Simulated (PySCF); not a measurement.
From one molecule to another.

First species: C6H10F2Si2.
InChI=1S/C6H10F2Si2/c1-2-4-3-9-5(7)6(8)10-4/h1,4-6H,3,9-10H2/t4-,5+,6+/m1/s1

Second species: C₄H₁₀O₂Si₂.
Geometry (GFN2-xTB, Å), atoms numbered from 1 in this order:
```xyz
18
C4H10O2Si2 angstrom
C      2.7832   -0.4067   -0.8761
O      1.6375    0.3346   -0.4847
C      0.4628   -0.3014   -0.4540
O      0.3234   -1.4691   -0.7584
C     -0.6152    0.5798   -0.0212
Si    -0.0993    2.3395    0.4087
C     -1.8350    0.0337    0.0221
Si    -2.1691   -1.7696   -0.4538
H      3.2487   -0.8581    0.0027
H      2.5005   -1.1939   -1.5776
H      3.4712    0.2956   -1.3419
H     -1.3080    3.0521    0.8306
H      0.8701    2.3129    1.5038
H      0.4724    2.9872   -0.7713
H     -2.6614    0.6550    0.3401
H     -3.6301   -1.8862   -0.2611
H     -1.9136   -2.0044   -1.8706
H     -1.5468   -2.6947    0.4860
```

Levels: PBE0/pcSseg-1 for HOMO energy, LUMO energy and HOMO–LUMO gap. Geometries: GFN2-xTB. All species are isolated and taken at one optimised geometry, non-relativistic unless stated; the electronic structure was computed with PySCF and density fitting.

Dipoles, sizes and rotational constants follow the conformer. The torsions of the flexible species, by atom-mapped SMILES:
- `[CH3:1][O:2][C:3](=[O:4])/[C:5]([SiH3:6])=[CH:7]\[SiH3:8]`: C1–O2–C3–O4 -1°, O2–C3–C5–Si6 -1°

The conformers of `C#C[C@@H]1C[SiH2][C@H](F)[C@@H](F)[SiH2]1` aren't listed.

Values for the first species:

| Property | Result |
| --- | --- |
| HOMO energy | -7.48 eV |
| LUMO energy | 0.45 eV |
| HOMO–LUMO gap | 7.93 eV |

Task: Estimate the same properties for the second species, and the change in each.

Result: 
```
     property     first    second  second less first
  HOMO energy  -7.48 eV  -8.13 eV           -0.65 eV
  LUMO energy   0.45 eV  -1.92 eV           -2.37 eV
HOMO–LUMO gap   7.93 eV   6.21 eV           -1.72 eV
```

On the second:  GFN2-xTB frequencies show an imaginary mode (44i cm⁻¹), so this geometry is no minimum at that level.
